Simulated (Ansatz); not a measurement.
`CO[SiH2][SiH2]O` + `F[SiH3]` → `O[SiH2]F` + `CO[SiH2][SiH3]`  (redistribution)

Computed with Ansatz on PBE0-D4/def2-TZVP structures; ΔE is electronic, products minus reactants. CBS: MP2 limit from def2 TZ/QZ plus the TZ coupled-cluster correction, frozen cores. This one scheme is used for every species. DFT in def2-TZVPP. B3LYP here is the variant with VWN-RPA as its local correlation; programs differ in this. HSE06 is defined as in plane-wave codes. Each species was taken in one conformer, which may not be the lowest.

(1) Is it downhill or uphill in electronic energy at CCSD(T)/CBS, and by how much? (Estimate.)

(2) What do these levels give: LDA (SPW92), r2SCAN0-D4, HSE06-D4, PBE, B3LYP, r2SCANh, HSE06, HF/def2-SVP, MP2/def2-SVP, HF/def2-TZVPP, MP2/CBS(def2), CCSD/CBS(def2)? (An estimate is asked.)

Largest T1 diagnostic among the species: 0.012.

Answers

(1) Computed: Downhill: ΔE = -0.37 eV.

(2) Computed: LDA (SPW92) -0.38, r2SCAN0-D4 -0.39, HSE06-D4 -0.38, PBE -0.38, B3LYP -0.38, r2SCANh -0.39, HSE06 -0.39, HF/def2-SVP -0.36, MP2/def2-SVP -0.36, HF/def2-TZVPP -0.40, MP2/CBS(def2) -0.36, CCSD/CBS(def2) -0.38 eV.

Leaving LDA and LC-ωPBE aside and taking each functional with its dispersion term where it has one, the values, not all of them listed here, spread over 0.06 eV, from r2SCAN0-D4 to BLYP-D4.
